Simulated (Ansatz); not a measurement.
**Ligand exchange: HBr + AuF → HF + AuBr**

Species: HBr (hydrogen bromide), singlet; AuF, singlet; HF (hydrogen fluoride), singlet; AuBr (bromogold), singlet. The partners trade Br for F: H–Br and Au–F bonds give way to H–F and Au–Br.

Shapes, held fixed at every level: PBE0-D4/def2-TZVP. Programs: Ansatz 0.2.0. The zero-point and thermal change to 298 K, harmonic and unscaled (PBE0-D4/def2-TZVP), is +7.9 kJ/mol.

```tsv
level	kind	ΔH(298 K) (kJ/mol)	less CCSD(T)/def2-TZVPP
HF/def2-SVP	Hartree–Fock	-167.1	+1.8
BHLYP-D4/def2-TZVPP	global hybrid	-172.1	-3.2
PBE0-D4/def2-TZVPP	global hybrid	-169.4	-0.5
r2SCAN0-D4/def2-TZVPP	global hybrid	-172.2	-3.3
MP2/def2-TZVPP	perturbation theory	-185.9	-17.0
CCSD(T)/def2-SVP	coupled cluster or CI	-154.2	+14.7
CCSD/def2-TZVPP	coupled cluster or CI	-170.5	-1.6
CCSD(T)/def2-TZVPP	coupled cluster or CI	-168.9	0.0
```

The highest level, CCSD(T)/def2-TZVPP, gives ΔH(298 K) = -168.9 kJ/mol; the levels span -185.9 to -154.2. The column of differences is taken from that level and isn't an error. No measured value is set beside it here. T1 is large for AuF (0.030), AuBr (0.022), so single-reference values are less sure there. For atoms past krypton def2 sets carry core potentials with scalar relativity. Relativity is left out for Br. Outer-core shells of Au, Br are correlated in most correlated rows, in sets that cover them unevenly.
